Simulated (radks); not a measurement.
Q: Cr16+, configuration [He] 2s1 2p5 (not the ground configuration). All-electron calculation, non-relativistic Kohn-Sham, SCAN, spin-polarised, spherical densities, point nucleus; open shells are filled with parallel spins first; meta-GGA in the generalised Kohn-Sham scheme. Program: a radial shooting solver on a logarithmic mesh with Libxc functionals. Some entries of the table are withheld. Estimate them.

orbital  occ.  eigenvalue (hartree)  <r^2> (bohr^2)
1s up       1                   (1)        0.005504
1s down     1                   (2)        0.005500
2s up       1             -45.58064             (3)
2p up       3             -42.39571         0.07325
2p down     2             -41.59259         0.07396

A: 
(1) 1s up eigenvalue (hartree): -239.5544
(2) 1s down eigenvalue (hartree): -239.1942
(3) 2s up <r^2> (bohr^2): 0.09324
